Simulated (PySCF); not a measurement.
Spectroscopy problems

Calculated, not measured (PySCF 2.14): GFN2-xTB geometry, PBE0/pcSseg-1 with gauge-including orbitals. One averaged value for each set of equivalent atoms, no solvent, one conformer, non-relativistic.

Referencing at the same level of theory: ¹H, ¹³C vs TMS. Splittings of carbon signals by F and P are missing where no couplings were computed. Where no couplings were computed, multiplicities follow the n + 1 count of equivalent neighbours, and m marks all less simple cases (inequivalent or close neighbours, rings, F or P nearby). Shifts are as computed. Against solution values, carbons near 30 ppm lie about +3 ppm off and those near 130 ppm about +5 ppm. Of 1309 compounds with measured shifts, 239 miss one by over three times the rms of a fit or turn the order of signals round; such compounds aren't used in these exercises. OH and NH positions are gas-phase values without hydrogen bonding to other molecules.

Task: C$_{4}$H$_{6}$FNSi. ¹H NMR (400 MHz, computed): δ 7.24 (m, 1H), 4.89 (s, 2H), 2.01 (s, 3H). ¹³C{¹H} NMR (computed): δ 166.3 (CH), 123.1 (C), 111.5 (C), 16.9 (CH3). What is it?

Result: SMILES C(/C)(=C\F)[SiH2]C#N. Rings plus π bonds: 3 (no ring in the answer). 4 carbon signals for 4 carbons: no two carbons are equivalent. Carbon types of the structure: 2 × C, 1 × CH, 1 × CH3, leaving 2 H on heteroatoms. δC 166.3: alkene CH. δC 123.1: nitrile carbon; C≡N carbons fall here, among the sp2 signals but without a proton. δC 111.5: fully substituted alkene carbon; as expected for a trigonal carbon in a double bond. δH 7.24: hydrogen on an alkene CH; a vinylic proton, deshielded by the sp2 carbon and the C=C anisotropy.

The data come from this structure; uniqueness wasn't tested.

Task: C$_{2}$H$_{11}$NOSi$_{2}$. ¹H NMR (600 MHz, computed): δ 5.30 (s, 2H), 4.74 (s, 3H), 4.05 (q, 2H), 1.44 (t, 3H), -1.10 (br s, 1H). ¹³C{¹H} NMR (computed): δ 61.4 (CH2), 20.5 (CH3). Identify the compound.

Result: SMILES [SiH2](OCC)N[SiH3]. Rings plus π bonds: 0. 2 carbon signals for 2 carbons: no two carbons are equivalent. Carbon types of the structure: 1 × CH2, 1 × CH3, leaving 6 H on heteroatoms. δC 61.4: sp3 CH2 bonded to O; deshielded by the electronegative neighbour. δC 20.5: methyl carbon; aliphatic region, no heteroatom directly attached. δH 4.05: hydrogen on an sp3 CH2 bonded to O; its carbon carries O, an electronegative neighbour. δH -1.10: hydrogen on a nitrogen bonded to 2 Si; labile proton, position sensitive to the medium.

This is the structure that produced the data.

Task: C$_{4}$H$_{6}$FNSi. ¹H NMR (500 MHz, computed): δ 5.76 (m, 1H), 5.45 (m, 1H), 5.43 (m, 1H), 1.90 (d, 1H), 0.63 (br s, 2H). ¹³C{¹H} NMR (computed): δ 180.3 (C), 114.7 (CH2), 101.4 (CH), 89.4 (C). Give a structure.

Result: SMILES C#C[Si@@H](N)C(=C)F. The formula gives 3 degrees of unsaturation (no ring in the answer). 4 carbon signals for 4 carbons: no two carbons are equivalent. Carbon types of the structure: 2 × C, 1 × CH, 1 × CH2, leaving 3 H on heteroatoms. δC 180.3: fully substituted alkene carbon. δC 114.7: terminal =CH2 carbon; the olefinic region. δC 101.4: terminal alkyne carbon; sp carbons lie upfield of alkene carbons because the cylindrical π system leaves one tensor component strongly shielded. δC 89.4: alkyne carbon; the triple bond shields along its axis, which puts it between sp3 and sp2 carbons.

The shifts were computed for this structure.
